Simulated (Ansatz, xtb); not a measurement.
**Two isomers of C7H3NS**

We compare X, `C#Cc1ccc(C#N)s1`, a singlet, with Y, `N#CC#Cc1cccs1`, a singlet. Both are isolated molecules in the gas phase, relaxed with PBE-D3(BJ)/def2-SVP.

**Question.** Which of the two would you expect CCSD(T)/def2-SVP + ΔMP2/def2-TZVPP electronic energies to favour?

**Answer.** Structure Y; the calculation gives E(Y) − E(X) = −6.82 kJ/mol.

How the difference moves with the method:

| level | geometry | E(Y) − E(X) (kJ/mol) | departure from the last row (kJ/mol) | job, with rough time for the two |
| --- | --- | --- | --- | --- |
| GFN2-xTB | GFN2-xTB | −11.73 | −4.91 | optimisation, 0.2 s |
| HF/STO-3G | GFN2-xTB | −9.44 | −2.62 | single point, 0.51 s |
| r2SCAN-D4/def2-SVP | GFN2-xTB | −24.31 | −17.49 | single point, 4.1 s |
| PBE-D3(BJ)/def2-SVP | PBE-D3(BJ)/def2-SVP | −25.80 | −18.98 | optimisation, 18 s |
| HF/def2-SVP | PBE-D3(BJ)/def2-SVP | −1.81 | +5.00 | part of the CCSD(T) run |
| MP2/def2-SVP | PBE-D3(BJ)/def2-SVP | −10.50 | −3.68 | part of the CCSD(T) run |
| CCSD(T)/def2-SVP | PBE-D3(BJ)/def2-SVP | −6.71 | +0.11 | single point |
| CCSD(T)/def2-SVP + ΔMP2/def2-TZVPP | PBE-D3(BJ)/def2-SVP | −6.82 |  | single point, 89 s |

As drawn, both hold the same kinds of bond in the same numbers.

HF/def2-SVP finds them nearly level. The largest departure from CCSD(T)/def2-SVP + ΔMP2/def2-TZVPP is that of PBE-D3(BJ)/def2-SVP, 18.98 kJ/mol. The last row adds to CCSD(T) the change of the MP2 difference between the two basis sets, here −0.11 kJ/mol.

With thermal terms from frequencies at re-optimised GFN2-xTB minima (ideal gas, soft modes damped towards free rotors, one conformer each, 298.15 K, 1 atm): the zero-point term adds +1.88 kJ/mol; ΔH is −5.21 and ΔG −5.87 kJ/mol.

The correlated steps freeze 13 core orbitals. Programs: Ansatz 0.2.0, xtb 6.7.1; the last row on 4 threads of Arm Neoverse V1 on a shared host.
